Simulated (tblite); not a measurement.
Problem. Write Cartesian coordinates for `FC(F)[C@@]1(F)[SiH2][C@@H]1N([SiH3])[SiH3]` as optimised with GFN2-xTB.

Solution. 
```
atom  x, y, z in Å
F1    -3.3437   -0.5386    0.4983
C2    -2.2164   -1.2978    0.4125
F3    -1.7777   -1.4136    1.6943
C4    -1.2169   -0.6539   -0.5048
F5    -0.5419   -1.6281   -1.2149
Si6   -1.4429    1.0397   -1.3572
C7    -0.3308    0.4604    0.0699
N8     1.0863    0.3456   -0.0044
Si9    1.9810    1.8243   -0.1406
Si10   1.8318   -1.2103    0.3024
H11   -2.5056   -2.3007    0.0663
H12   -2.6609    1.7474   -1.0269
H13   -0.9031    1.0240   -2.7000
H14   -0.6843    0.7532    1.0619
H15    1.2810    2.6275   -1.1541
H16    3.3321    1.4631   -0.5491
H17    1.9864    2.5597    1.1309
H18    0.9081   -2.0117    1.0968
H19    3.0455   -0.9425    1.0744
H20    2.1670   -1.8372   -0.9757
```

Orientation and origin are arbitrary. Atoms count from 1 in this order. Si9 (SiH3 silicon) is distorted tetrahedral (angles from 105.9° to 112.6°). Of the pairs four or more bonds apart, F5···Si10 is among the closest relative to their van der Waals radii: 2.85 Å, 80 % of the sum of Bondi's values. Si6 (SiH2 silicon) has angles from 47.5° to 122.1°. The C–C distances run from 1.502 Å (C2–C4, drawn single) to 1.535 Å (C4–C7, drawn single), a spread of 0.033 Å.

Bonds between heavy atoms (Å): F1–C2 1.362, C2–F3 1.360, C2–C4 1.502, C4–F5 1.382, C4–Si6 1.909, Si6–C7 1.900, C7–N8 1.424, N8–Si9 1.734, N8–Si10 1.752, C4–C7 1.535.

The geometry is computed with GFN2-xTB (gas phase).

Point group: C1 (no symmetry element, even within 0.4 Å). Its GFN2-xTB frequencies are all real (lowest 28 cm⁻¹). One conformer, not necessarily the lowest (F1–C2–C4–F5 -144°, Si6–C7–N8–Si9 68°).
